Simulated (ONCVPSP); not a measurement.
# What one change does to a pseudopotential (zinc, ONCV)

```json
{
 "Element": "Zn (Z = 30)",
 "Generator": "ONCVPSP 4.0.1",
 "Type": "optimised norm-conserving Vanderbilt (ONCV)",
 "Functional": "Wu-Cohen",
 "Relativity": "scalar-relativistic",
 "Frozen core": "[Ar]",
 "Valence charge": "12",
 "Reference configuration": "3d10 4s2",
 "Partial waves": "4s: rc 2.00 bohr, ncon 3, nbas 8, qcut 4.1 1/bohr, 2 projectors, debl 0.9 Ha; p scattering state at 0.02 Ha: rc 1.80 bohr, ncon 5, nbas 9, qcut 3.9 1/bohr, 2 projectors, debl 3.6 Ha; 3d: rc 1.40 bohr, ncon 3, nbas 7, qcut 10.7 1/bohr, 2 projectors, debl 0.9 Ha",
 "Local potential": "polynomial inside 1.25 bohr (lpopt 5, dvloc0 0 Ha)",
 "Core correction": "Teter function, fcfact 4.5, rcfact 1.55"
}
```

All-electron outer shells of the reference configuration (Wu-Cohen, scalar-relativistic, ld1.x):

```tsv
shell	level (eV)	outermost node (bohr)	outermost maximum (bohr)
3p	-83.32	0.25	0.59
3d	-10.18	–	0.56
4s	-6.02	0.85	2.09
```

Change: d: rc 1.22; local potential polynomial inside 1.22 bohr (lpopt 5, dvloc0 0 Ha).

Cutoffs: the cutoffs (Ha) at which the residual kinetic energy of the hardest occupied pseudo-wave falls to 1 and 0.1 mHa per electron; they do not see the model core or the augmentation charge, which bear on the density cutoff. Errors are all-electron minus pseudo energies relative to the spin-unpolarised reference configuration.

Predict the effect on cutoff, ghosts and configuration errors.

The potential gets harder (47 Ha and 52 Ha → 53 Ha and 94 Ha); of the 4 tests that both files solve, the error grows in 3 and shrinks in 1 by more than 15 % and 0.3 meV (median size 12.4 → 20.2 meV); the range in which the s phases agree widens (upper end 1.4 → 4.3); neither file shows a bound ghost. A smaller radius makes the pseudo-wave follow the all-electron one further in, where it bends more sharply, so more plane waves are needed.

| quantity | base | changed |
| --- | --- | --- |
| cutoff, loose | 47 Ha | 53 Ha |
| cutoff, tight | 52 Ha | 94 Ha |
| loose cutoff by channel | s 6.0 Ha, d 47 Ha | s 6.0 Ha, d 53 Ha |
| bound ghosts | none | none |
| GHOST(+) flags under 300 eV | s at 38.6 eV | s at 31.3 eV |
| error for 3d10 4s1, meV [ΔE 9.92 eV] | -6.7 | -8.4 |
| error for 3d10 4s0, meV [ΔE 28.27 eV] | -16 | -27 |
| error for 3d9 4s0, meV [ΔE 68.83 eV] | +59 | +37 |
| error for 3d10 4s0 4p1, meV [ΔE 16.33 eV] | -8.4 | -13 |
| s: phases at 2.04 bohr within 0.05 rad from the reference energy up to (Ha; the scan ends near 5) | 1.4 | 4.3 |
| p: phases at 1.83 bohr within 0.05 rad from the reference energy up to (Ha; the scan ends near 5) | 4.7 | 4.7 |
| rms error of d²Exc/dni dnj with the model core, mHa | 0.59 | 0.79 |
